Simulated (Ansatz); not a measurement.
Job for Ansatz (a first-principles code): R-CCSD(T)/cc-pV(T+d)Z on COS (SMILES O=C=S). The basis file is the Basis Set Exchange's JSON of that set.

Ansatz 0.2 input:
```yaml
crystal:
  periodic: [false, false, false]
  atoms:
    - {symbol: O, position_ang: [1.21645987, -0.19587762, 0.38548342]}
    - {symbol: C, position_ang: [0.12774024, -0.02056873, 0.04048005]}
    - {symbol: S, position_ang: [-1.34420011, 0.21644634, -0.42596347]}
basis:
  gaussian:
    orbitals: cc-pV_T+d_Z.json
magnetization: {spin_polarized: false}
correlation: {method: ccsd_t, electrons: outside_noble_gas}
scf: {lower_state_search: off}
```

The log:

```
WARN ansatz: RAYON_NUM_THREADS=1 ignored (pool sized by the plan → 1); use --threads N
Functional definition: HF
these checks for a lower state are left out or cut short: stability, starts, cluster_reference, orbital_swaps, neighbouring_geometries, increment
integrals: 0.10 GiB planned
600 factors; integrals over basis functions are off by at most 1.2e-3 eV
mean field: 0.15 GiB planned
mean field evaluation 1: about -13885.3607 eV, gradient 3.0e1 eV
mean field evaluation 2: about -13885.3666 eV, gradient 3.0e1 eV
mean field evaluation 4: about -13887.0835 eV, gradient 2.4e0 eV
mean field evaluation 8: about -13887.1063 eV, gradient 5.4e-4 eV
mean field -13887.10632439 eV, -510.3417444024 hartree, gradient 5.5e-6 eV, S^2 0.000000; 0 other end points of the search recorded, 0 dependent functions left out
7 core orbitals not correlated
reference -13887.10632439 eV, -510.3417444024 hartree; 8, 8 occupied and 84, 84 virtual orbitals, 600 factors
second order -14.84590911 eV of doubles, -0.00000000 eV of singles
coupled cluster: 0.23 GiB planned
cycle   1  -14.32616106 eV  change    5.2e-1 eV  update   1.2e-1
cycle   2  -14.82925953 eV  change   -5.0e-1 eV  update   4.5e-2
cycle   3  -14.94768578 eV  change   -1.2e-1 eV  update   1.8e-2
cycle   4  -14.93028515 eV  change    1.7e-2 eV  update   4.4e-3
cycle   5  -14.92909517 eV  change    1.2e-3 eV  update   1.6e-3
cycle   6  -14.92960531 eV  change   -5.1e-4 eV  update   6.4e-4
cycle   7  -14.92917244 eV  change    4.3e-4 eV  update   1.7e-4
cycle   8  -14.92912819 eV  change    4.4e-5 eV  update   7.1e-5
cycle   9  -14.92914244 eV  change   -1.4e-5 eV  update   2.3e-5
cycle  10  -14.92913688 eV  change    5.6e-6 eV  update   9.1e-6
perturbative correction -0.85189048 eV, -0.0313063976 hartree
Total energy: -13902.88735174 eV, -510.9216864609 hartree
Checks for a lower state left out: stability, starts, cluster_reference, orbital_swaps, neighbouring_geometries, increment
```

Self-consistency was reached.

Cost: very roughly 2.7 core-seconds.
